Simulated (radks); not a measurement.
The nuclear charge of neutral oxygen is varied continuously with 8 electrons held in [He] 2s2 2p4. Method: non-relativistic Kohn-Sham, r2SCAN, spin-unpolarised, spherical densities, point nucleus; meta-GGA in the generalised Kohn-Sham scheme; computed with a radial shooting solver on a logarithmic mesh with Libxc functionals. By the Hellmann-Feynman theorem dE/dZ = E(electron-nucleus)/Z, the electronic potential at the nucleus.

Z,E (hartree),E(electron-nucleus)/Z (hartree),HOMO,e(HOMO) (eV),<r> HOMO (bohr)
7.75,-69.50976,-21.3460,2p,-5.628,1.362
8,-74.95699,-22.2314,2p,-9.305,1.259
8.25,-80.62527,-23.1146,2p,-13.475,1.173
8.5,-86.51416,-23.9963,2p,-18.118,1.100
8.75,-92.62334,-24.8770,2p,-23.223,1.037
9,-98.95258,-25.7568,2p,-28.783,0.9811

The central difference of E at Z = 8 is -22.231 hartree, to compare with the third column; the second derivative is -3.54 hartree.
